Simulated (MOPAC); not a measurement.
A run for MOPAC: AM1 on H2SeZn (SMILES [ZnH][SeH]), a point of a bond scan (R = 2.579 Å).

```
AM1 1SCF PRECISE CHARGE=0 THREADS=1
H2SeZn

Zn    -0.70919421 1    -0.50984122 1    -0.82879930 1
H     -1.61369366 1    -1.16459831 1    -1.88282235 1
Se     0.65395606 1     0.50525059 1     0.74073403 1
H      0.65580704 1    -1.63663668 1     2.17767707 1
```

It printed:

```
*******************************************************************************
 **                                                                           **
 **                              MOPAC v23.2.5                                **
 **                                                                           **
 *******************************************************************************
 ** MOPAC's Digital Object Identifier: https://doi.org/10.5281/zenodo.6511958 **
 **                                                                           **
 ** Please cite the open-source release paper for use of this MOPAC version:  **
 ** J. E. Moussa and J. J. P. Stewart (2026)                                  **
 ** MOPAC: An open-source semiempirical molecular orbital program             **
 ** J. Open Source Softw., 11(119), 8025, https://doi.org/10.21105/joss.08025 **
 *******************************************************************************

                              AM1 CALCULATION RESULTS

 *******************************************************************************
 *  AM1        - The AM1 Hamiltonian to be used
 *
 *
 *
 *                 CHARGE ON SYSTEM = 0
 *
 *
 *
 *  PRECISE    - TIGHTER CRITERIA TO BE USED
 *  1SCF       - DO 1 SCF AND THEN STOP
 *  THREADS=1  - MULTI-THREADING NOT USED
 *  T=         - A TIME OF 172800.0 SECONDS REQUESTED
 *  DUMP=N     - RESTART FILE WRITTEN EVERY 7200.0 SECONDS REQUESTED
 *******************************************************************************
AM1 1SCF PRECISE CHARGE=0 THREADS=1
 H2SeZn

   ATOM   CHEMICAL          X               Y               Z
  NUMBER   SYMBOL      (ANGSTROMS)     (ANGSTROMS)     (ANGSTROMS)

     1      Zn         -0.70919421  *  -0.50984122  *  -0.82879930  *
     2       H         -1.61369366  *  -1.16459831  *  -1.88282235  *
     3      Se          0.65395606  *   0.50525059  *   0.74073403  *
     4       H          0.65580704  *  -1.63663668  *   2.17767707  *



          CARTESIAN COORDINATES

    NO.       ATOM           X           Y           Z

     1        Zn         -0.7092     -0.5098     -0.8288
     2         H         -1.6137     -1.1646     -1.8828
     3        Se          0.6540      0.5053      0.7407
     4         H          0.6558     -1.6366      2.1777

  H: (AM1): M.J.S. DEWAR ET AL, J. AM. CHEM. SOC. 107 3902-3909 (1985)
 Zn: (AM1): M.J.S. DEWAR, K.M. MERZ, ORGANOMETALLICS, 7, 522-524 (1988).
 Se: (AM1): J. J. P. STEWART, J. MOL. MOD., 10, 155-164 (2004)

           Empirical Formula: H2 Zn Se  =     4 atoms



      MOLECULAR POINT GROUP   :   Cs


      RHF CALCULATION, NO. OF DOUBLY OCCUPIED LEVELS = 5


 -------------------------------------------------------------------------------
 AM1 1SCF PRECISE CHARGE=0 THREADS=1
 H2SeZn



     1SCF WAS SPECIFIED, SO BFGS WAS NOT USED
     SCF FIELD WAS ACHIEVED


                              AM1 CALCULATION
                                                       MOPAC v23.2.5 Linux




          FINAL HEAT OF FORMATION =        129.50723 KCAL/MOL =     541.85824 KJ/MOL


          COSMO AREA              =         94.95 SQUARE ANGSTROMS
          COSMO VOLUME            =         72.31 CUBIC ANGSTROMS

          IONIZATION POTENTIAL    =          8.366990 EV
          HOMO LUMO ENERGIES (EV) =         -8.367 -2.937
          NO. OF FILLED LEVELS    =          5
          MOLECULAR WEIGHT        =        146.3558         POINT GROUP:  Cs

          MOLECULAR DIMENSIONS (Angstroms)

            Atom       Atom       Distance
            H     4    H     2     4.67559
           Se     3    H     2     2.12276
           Zn     1    H     4     0.00000


          SCF CALCULATIONS        =          1





   ATOM   CHEMICAL          X               Y               Z
  NUMBER   SYMBOL      (ANGSTROMS)     (ANGSTROMS)     (ANGSTROMS)

     1      Zn         -0.70919421  *  -0.50984122  *  -0.82879930  *
     2       H         -1.61369366  *  -1.16459831  *  -1.88282235  *
     3      Se          0.65395606  *   0.50525059  *   0.74073403  *
     4       H          0.65580704  *  -1.63663668  *   2.17767707  *

                             CARTESIAN COORDINATES

   1   Zn       -0.709194210    -0.509841220    -0.828799300
   2    H       -1.613693660    -1.164598310    -1.882822350
   3   Se        0.653956060     0.505250590     0.740734030
   4    H        0.655807040    -1.636636680     2.177677070


           Empirical Formula: H2 Zn Se  =     4 atoms



      MOLECULAR POINT GROUP   :   Cs


                  EIGENVALUES
 -19.57844 -12.53994 -10.29833  -9.70911  -8.36699  -2.93662  -0.68680   3.34578
   3.34882   4.46122


              NET ATOMIC CHARGES AND DIPOLE CONTRIBUTIONS

  ATOM NO.   TYPE          CHARGE      No. of ELECS.   s-Pop       p-Pop
    1         Zn           0.381648        1.6184     0.93576     0.68259
    2          H          -0.129726        1.1297     1.12973
    3         Se          -0.474660        6.4747     1.98149     4.49317
    4          H           0.222738        0.7773     0.77726
 DIPOLE           X         Y         Z       TOTAL
 POINT-CHG.    -1.084    -3.112     0.295     3.308
 HYBRID         0.219     0.098     0.296     0.381
 SUM           -0.865    -3.014     0.591     3.191


          ATOMIC ORBITAL ELECTRON POPULATIONS

     Atom    s        px        py        pz
    1 Zn   0.93576   0.24146   0.14069   0.30044
    2  H   1.12973
    3 Se   1.98149   1.74120   1.26253   1.48943
    4  H   0.77726

 **********************
 *                    *
 * JOB ENDED NORMALLY *
 *                    *
 **********************




 == MOPAC DONE ==
```

The run finished.

Cost: around 0.03 core-seconds (rough).
